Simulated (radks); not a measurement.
Question: These are the eigenvalues of the occupied orbitals of an atom or ion with whole-number occupations (eV). All-electron calculation, Dirac Kohn-Sham, exchange-only PBE, spin-unpolarised, spherical densities, finite nucleus; Fermi nuclear charge, rms radius of each element as measured or else 0.836 A^(1/3) + 0.57 fm. Program: a radial shooting solver on a logarithmic mesh with Libxc functionals.

orbital  eigenvalue
1s1/2     -61699.89
2s1/2     -10904.84
2p1/2     -10427.26
2p3/2     -9380.558
3s1/2     -2888.143
3p1/2     -2677.457
3p3/2     -2454.831
3d3/2     -2095.850
3d5/2     -2047.286
4s1/2     -982.7693
4p1/2     -896.1243
4p3/2     -840.4883
4d3/2     -696.7430
4d5/2     -685.8032
4f5/2     -507.3684

Which element is it, and in what charge state? The configuration may be excited. Open shells, if any, fill j = l - 1/2 first.

Answer: Z = 70, ytterbium, charge +20: Yb20+ in [Kr] 4d10 4f4. The list shows which subshells hold electrons but not how many an open one holds; the 1s level, -2267.4 hartree, gives Z - s = 67.3 by -(Z - s)^2/2, which with screening and relativity narrows Z to a few neighbours, and the depths of the outer levels then fix element, charge and occupations together.
